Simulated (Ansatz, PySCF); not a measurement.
Species: sum formula H3GeO3, net charge 0, doublet state. It need not be the lowest isomer of its formula. 
Coordinates optimised at B3LYP-D3(BJ)/def2-TZVP (Ansatz, a quantum-chemistry and plane-wave program):
```xyz
7

Ge     0.2964    -0.0452    -0.0713
O     -0.8135    -0.7947    -1.2641
O     -0.1305     1.6954    -0.0037
O     -0.1333    -0.7363     1.5269
H     -0.8630    -1.7544    -1.1766
H     -0.2039     2.0962    -0.8783
H      0.2000    -0.2096     2.2634
```
Charge 0, spin multiplicity 2.

Dipole moments at this geometry, in debye (magnitudes).

```tsv
level	program	dipole (D)
PBE/def2-TZVPD	Ansatz	1.28
BLYP/def2-TZVPD	PySCF	1.34
BHLYP/def2-TZVPD	Ansatz	1.75
r2SCANh/def2-TZVPD	Ansatz	1.44
HSE06/def2-TZVPD	Ansatz	1.50
CCSD(T)/aug-cc-pVDZ	Ansatz	1.60
```
